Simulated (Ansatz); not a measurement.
Reaction (hydrogenolysis of a C–Al bond): `[AlH2][CH]1C=COC1` + H₂ → `C1=COCC1` + `[AlH3]`

Isolated molecules relaxed with PBE0-D4/def2-TZVP in Ansatz; ΔE leaves out vibrations. CBS: MP2 limit from def2 TZ/QZ plus the TZ coupled-cluster correction, frozen cores. This one scheme is used for every species. Functionals use def2-TZVPP. B3LYP here is the variant with VWN-RPA as its local correlation; programs differ in this.

`[AlH2][CH]1C=COC1`:

```xyz
13

Al   -1.660    0.643    0.019
C    -0.394   -0.870   -0.020
C     0.235   -0.049    1.081
C     1.174    0.731    0.511
O     1.404    0.463   -0.781
C     0.686   -0.765   -1.088
H    -1.445    1.815   -1.026
H    -2.780    0.667    1.144
H    -0.679   -1.884    0.245
H    -0.043   -0.030    2.125
H     1.758    1.537    0.935
H     0.328   -0.674   -2.113
H     1.415   -1.586   -1.033
```

H₂:

Cartesian coordinates in Å:
```
H 0.107 0.249 -0.257
H -0.107 -0.249 0.257
```

`C1=COCC1`:

```xyz
11

C    -0.101   -0.858   -0.799
C    -0.506    0.310   -1.279
O    -0.471    1.343   -0.401
C     0.199    0.853    0.774
C     0.243   -0.677    0.654
H    -0.083   -1.791   -1.339
H    -0.876    0.563   -2.264
H     1.206    1.282    0.782
H    -0.346    1.215    1.646
H     1.226   -1.072    0.922
H    -0.491   -1.168    1.304
```

`[AlH3]`:

Z-matrix (Å, degrees):
```
Al
H 1 1.586
H 1 1.586 2 120.0
H 1 1.586 2 120.0 3 -179.9
```

```
             level  ΔE (kJ/mol)  difference from CCSD(T)/CBS
         r2SCAN-D4         -4.9                         13.2
           PBE0-D4        -13.7                          4.4
           ωB97X-V        -24.1                         -6.0
            B2PLYP        -26.5                         -8.4
               PBE        -12.4                          5.7
            r2SCAN         -6.9                         11.2
              PBE0        -20.6                         -2.5
             B3LYP        -35.7                        -17.6
     HF/def2-TZVPP        -70.1                        -52.0
    MP2/def2-TZVPP         -8.1                         10.0
SCS-MP2/def2-TZVPP        -22.5                         -4.4
   CCSD/def2-TZVPP        -30.9                        -12.8
     HF/def2-QZVPP        -70.2                        -52.1
    MP2/def2-QZVPP         -6.9                         11.2
SCS-MP2/def2-QZVPP        -21.6                         -3.5
      HF/CBS(def2)        -70.2                        -52.1
       CCSD(T)/CBS        -18.1                            0
```

Largest T1 diagnostic among the species: 0.013.

The D4 term adds +12.9 kJ/mol with B3LYP and +7.0 kJ/mol with PBE0; it sums over pairs of atoms, weighted by their polarisabilities, and B3LYP, whose exchange is more repulsive, gets the larger term. In def2-TZVPP, CCSD(T) changes the Hartree–Fock value by +49.8 kJ/mol (the triples alone add +10.6 kJ/mol) and MP2 by +62.0 kJ/mol. From PBE to PBE0 (25 % exact exchange), in def2-TZVPP and without D4, ΔE moves by −8.2 kJ/mol.
